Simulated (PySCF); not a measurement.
B(F)(GeH3)(H) (BFGeH4), SMILES F[BH][GeH3]. Heavy atoms are numbered as in [BH:1]([F:2])[GeH3:3]. Hydrogens are named by the atom that carries them.

Geometry: PBE0-D3(BJ)/def2-TZVP.

The numbers are results of B3LYP/pcSseg-1 in PySCF, not measurements.

GIAO shieldings, no solvent; atoms alike by connectivity are averaged. δ = σ(ref) − σ: ¹¹B against BF3 (σ = 86.3 ppm); ¹⁹F against CFCl3 (σ = 161.7 ppm); ⁷³Ge against GeH4 (σ = 1631.8 ppm); ¹H against TMS (σ = 31.68 ppm), references at their B3LYP-D3(BJ)/def2-TZVP geometries, non-relativistic.

| nucleus | atoms | count | δ (ppm) |
|---|---|---|---|
| ¹¹B | B1 (BH) | 1 | 65.4 |
| ¹⁹F | F2 | 1 | 63.0 |
| ⁷³Ge | Ge3 (GeH3) | 1 | -21.4 |
| ¹H | H on B1 | 1 | 6.99 |
| ¹H | H on Ge3 | 3 | 3.69 |
